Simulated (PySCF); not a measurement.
Compound: [IrCl6]3- (charge -3 and singlet state).
Structure used (PBE0-D3(BJ)/def2-SVP), in Å, numbered top down from 1:
```xyz
7
IrCl6 angstrom
Ir     0.013   -0.015   -0.010
Cl    -0.003   -0.026    2.423
Cl     0.027   -0.003   -2.442
Cl     2.446    0.008    0.003
Cl    -2.419   -0.037   -0.025
Cl    -0.008    2.417    0.001
Cl     0.035   -2.447   -0.019
```

Method used: PBE0-D3(BJ)/def2-SVP geometry optimisation, gas phase, def2 core potentials past Kr in PySCF.

(1) Which atoms are bound to Ir1, and at what distances?

(2) List the angles at Ir1.

(3) What is the shape at Ir1?

(4) What are the rotational constants (commonest isotopes, rigid rotor)?

Results:

(1) 6 atoms: Cl3 2.432 Å, Cl6 2.432 Å, Cl7 2.432 Å, Cl5 2.432 Å, Cl2 2.432 Å, Cl4 2.432 Å.

(2) 
| angle | degrees | distance of the outer atoms (Å) |
| --- | --- | --- |
| Cl6–Ir1–Cl7 | 180.0 | 4.86 |
| Cl2–Ir1–Cl3 | 179.9 | 4.86 |
| Cl4–Ir1–Cl5 | 179.9 | 4.86 |
| Cl2–Ir1–Cl4 | 90.1 | 3.44 |
| Cl3–Ir1–Cl7 | 90.0 | 3.44 |
| Cl5–Ir1–Cl6 | 90.0 | 3.44 |
| Cl4–Ir1–Cl7 | 90.0 | 3.44 |
| Cl2–Ir1–Cl6 | 90.0 | 3.44 |
| Cl5–Ir1–Cl7 | 90.0 | 3.44 |
| Cl3–Ir1–Cl6 | 90.0 | 3.44 |
| Cl3–Ir1–Cl5 | 90.0 | 3.44 |
| Cl3–Ir1–Cl4 | 90.0 | 3.44 |
| Cl2–Ir1–Cl7 | 90.0 | 3.44 |
| Cl2–Ir1–Cl5 | 90.0 | 3.44 |
| Cl4–Ir1–Cl6 | 90.0 | 3.44 |

(3) Octahedral: the three widest angles are 180.0°, 179.9° and 179.9°, the others run from 90.0° to 90.1°.

(4) A = 610.9, B = 610.6, C = 610.5 MHz: a spherical top.

Point group: Oh (every atom within 0.08 Å of its image). Charge -3, singlet. Whether so highly charged an anion holds all its electrons in the gas phase wasn't checked; a finite basis holds them in any case. No counter-ion or solvent screens the charge of this multiply charged ion. No PBE0-D3(BJ)/def2-SVP frequencies stand behind this structure, so it isn't proved a minimum.
